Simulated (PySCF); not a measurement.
## `Cc1nnn(C)c1C=O`: 4 charge schemes on one density

Species: C₅H₇N₃O.
Cartesian coordinates in Å at the GFN2-xTB level; atoms count from 1:
```
atom  x, y, z in Å
C1    -2.4967   -0.4828   -0.2973
C2    -1.0382   -0.6813   -0.1358
N3    -0.4688   -1.8940   -0.1055
N4     0.8051   -1.7673    0.0414
N5     1.1149   -0.4957    0.1117
C6     2.4653   -0.0552    0.2785
C7    -0.0152    0.2673    0.0054
C8    -0.0470    1.7068    0.0402
O9     0.9143    2.4287    0.1664
H10   -2.9796   -1.4524   -0.3756
H11   -2.9064    0.0554    0.5562
H12   -2.7045    0.0962   -1.1960
H13    3.0978   -0.9391    0.3292
H14    2.5593    0.5306    1.1937
H15    2.7619    0.5748   -0.5609
H16   -1.0698    2.1167   -0.0631
```

Density: PBE0/pcSseg-1 (PySCF); schemes: Mulliken, IAO, Hirshfeld and ESP-fitted. The structure is a single GFN2-xTB conformer in the gas phase; no vibrational or solvent corrections.

**Question.** What partial charge does each atom carry?

**Answer.** In e:

```
atom                  environment  Mulliken     IAO  Hirshfeld  ESP-fitted
  C1         benzylic-type carbon    -0.140  -0.441     -0.113      -0.566
  C2  substituted aromatic carbon    -0.076  +0.092     +0.040      +0.536
  N3       pyridine-type nitrogen    -0.279  -0.207     -0.144      -0.362
  N4       pyridine-type nitrogen    +0.011  -0.086     -0.059      -0.296
  N5        pyrrole-type nitrogen    -0.510  +0.067     +0.060      +0.603
  C6              N-methyl carbon    -0.014  -0.315     -0.053      -0.491
  C7  substituted aromatic carbon    +0.123  -0.063     -0.006      -0.447
  C8              aldehyde carbon    +0.346  +0.231     +0.111      +0.425
  O9              aldehyde oxygen    -0.379  -0.411     -0.225      -0.451
 H10              methyl hydrogen    +0.145  +0.176     +0.059      +0.164
 H11              methyl hydrogen    +0.141  +0.161     +0.053      +0.162
 H12              methyl hydrogen    +0.141  +0.161     +0.053      +0.161
 H13              methyl hydrogen    +0.140  +0.178     +0.063      +0.144
 H14              methyl hydrogen    +0.140  +0.174     +0.058      +0.192
 H15              methyl hydrogen    +0.140  +0.174     +0.058      +0.191
 H16              formyl hydrogen    +0.072  +0.109     +0.048      +0.036
```

Mean size of the charges over all atoms: ESP-fitted 0.327 e, IAO 0.190 e, Mulliken 0.175 e, Hirshfeld 0.075 e. Each set sums to the total charge, 0, to within 0.001 e. The Hirshfeld scheme weights the molecular density at each point by an atom's share of the summed free-atom densities.

Lowest charge. The schemes don't all agree: Mulliken N5 (-0.510); IAO C1 (-0.441); Hirshfeld O9 (-0.225); ESP-fitted C1 (-0.566).

Highest charge. The schemes don't all agree: Mulliken C8 (+0.346); IAO C8 (+0.231); Hirshfeld C8 (+0.111); ESP-fitted N5 (+0.603).

**Question.** How closely do the schemes follow one another over all atoms?

**Answer.** Correlation coefficient and root-mean-square difference: IAO with Hirshfeld 0.92, 0.141 e; IAO with ESP-fitted 0.83, 0.223 e; Hirshfeld with ESP-fitted 0.80, 0.302 e; Mulliken with Hirshfeld 0.62, 0.177 e; Mulliken with IAO 0.60, 0.196 e; Mulliken with ESP-fitted 0.19, 0.393 e.

**Question.** Sum the charges by element, for elements with more than one atom.

**Answer.** 
```tsv
element	atoms	Mulliken	IAO	Hirshfeld	ESP-fitted
C	5	+0.239	-0.497	-0.023	-0.543
N	3	-0.778	-0.226	-0.143	-0.055
H	7	+0.918	+1.134	+0.391	+1.049
```

**Question.** How many electrons does the ESP-fitted scheme count on C6?

**Answer.** Z − q = 6 − (-0.491) = 6.491.
